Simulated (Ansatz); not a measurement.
Cartesian coordinates in Å:
```
C -1.6162 -0.8647 0.5631
C -0.9646 0.1278 -0.0401
C 0.1622 -0.0288 -0.9899
In 1.9257 0.3802 0.1856
Cl 1.9931 2.6653 0.7543
H -1.3796 -1.9059 0.3645
H -2.4162 -0.6658 1.2653
H -1.2445 1.1528 0.1965
H 0.1318 0.7040 -1.7970
H 0.2261 -1.0356 -1.4038
H 3.1822 -0.5292 0.9016
```

Total charge 0; spin multiplicity 1. In takes the def2 core potential.

(1) List the B3LYP/def2-TZVPP orbital energies in eV (the Gaussian-basis code of Ansatz). (Best estimate.)

## Answers

(1) The calculation gave: Occupied: -2761.47, -277.38, -277.29, -276.79, -256.19, -195.19, -195.10, -195.08, -127.66, -84.35, -84.10, -84.01, -22.09, -21.99, -21.36, -21.31, -21.22, -21.13, -20.36, -18.68, -15.41, -13.17, -12.06, -11.86, -10.81, -9.97, -9.30, -8.79, -8.27, -8.02, -6.72. Lowest empty: -1.92, -1.05, -0.29, 0.28, 1.17, 1.41, 1.68, 2.11.

B3LYP here is the variant with VWN-RPA as its local correlation; programs differ in this.
